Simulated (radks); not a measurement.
Task: The mean radii <r> (bohr) of the occupied orbitals of an atom or ion are listed with their occupations. Calculated with a radial shooting solver on a logarithmic mesh with Libxc functionals: scalar-relativistic Kohn-Sham, PBE, spin-polarised, spherical densities, finite nucleus; Fermi nuclear charge, rms radius of each element as measured or else 0.836 A^(1/3) + 0.57 fm.

orbital  occ.      <r>
1s up       1  0.01899
1s down     1  0.01899
2s up       1  0.08038
2s down     1  0.08038
2p up       3  0.07172
2p down     3  0.07172
3s up       1   0.2087
3s down     1   0.2087
3p up       3   0.2085
3p down     3   0.2085
3d up       5   0.1890
3d down     5   0.1890
4s up       1   0.4684
4s down     1   0.4684
4p up       3   0.4978
4p down     3   0.4977
4d up       5   0.5355
4d down     5   0.5351
5s up       1    1.124
5s down     1    1.121
5p up       3    1.309
5p down     2    1.308
4f up       7   0.6712
4f down     7   0.6656
5d up       1    1.952
6s up       1    2.916
6s down     1    2.947
6p up       1    3.672

Name the element and its charge. Open shells, if any, are filled with parallel spins first.

Result: Z = 72, hafnium, charge +1: Hf+ in [Kr] 4d10 4f14 5s2 5p5 5d1 6s2 6p1. The 1s radius gives Z: for a bare nucleus <r> = (2 gamma + 1)/(2Z) with gamma = sqrt(1 - (Z/c)^2), 0.01876 bohr for Z = 72, and screening makes it slightly larger (0.01899 here). The occupations add up to 71, and the charge is Z minus that.
